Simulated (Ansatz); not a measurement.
Program: Ansatz. Geometries: PBE0-D4/def2-TZVP. ΔE: electronic, gas phase. CCSD(T)/CBS adds triple-zeta CCSD(T) − MP2 to the extrapolated MP2 energy (def2 sets, frozen cores). This one scheme is used for every species. DFT in def2-TZVPP. B3LYP here is the variant with VWN-RPA as its local correlation; programs differ in this. HSE06 is defined as in plane-wave codes. Elements past krypton have def2 core potentials. For In outer-core shells are correlated without core-valence functions, which leaves a few kJ/mol of doubt a bond. One conformer a species, not always the lowest.

Consider the ligand exchange at the In–O bond: `C[O][In]([CH3])[OH]` + H–F → `[CH3][In]([OH])[F]` + CH₃OH.

```csv
level,ΔE (kJ/mol),difference from CCSD(T)/CBS
PBE-D4,-40.0,-6.9
PBE0-D4,-39.6,-6.5
B3LYP-D4,-41.7,-8.6
HSE06-D4,-39.4,-6.3
BHLYP-D4,-42.4,-9.3
B2PLYP,-41.9,-8.8
PBE-QIDH,-37.2,-4.1
r2SCAN0,-42.9,-9.8
BHLYP,-48.8,-15.7
RPA@PBE/def2-TZVPP,-32.9,0.2
HF/def2-SVP,-53.2,-20.1
MP2/def2-SVP,-39.4,-6.3
CCSD(T)/def2-SVP,-39.8,-6.7
SCS-MP2/def2-TZVPP,-34.3,-1.2
MP2/CBS(def2),-29.7,3.4
CCSD/CBS(def2),-35.8,-2.7
CCSD(T)/CBS,-33.1,0
```

Largest T1 diagnostic among the species: 0.016.

In def2-TZVPP, CCSD(T) changes the Hartree–Fock value by +20.4 kJ/mol (the triples alone add +2.7 kJ/mol) and MP2 by +23.8 kJ/mol. At CCSD(T), def2-SVP lies −6.7 kJ/mol from the extrapolated value and def2-TZVPP +0.8 kJ/mol.

CCSD(T)/CBS has its own doubt, a few kJ/mol and more with outer-core shells, so smaller differences from it don't rank the levels.
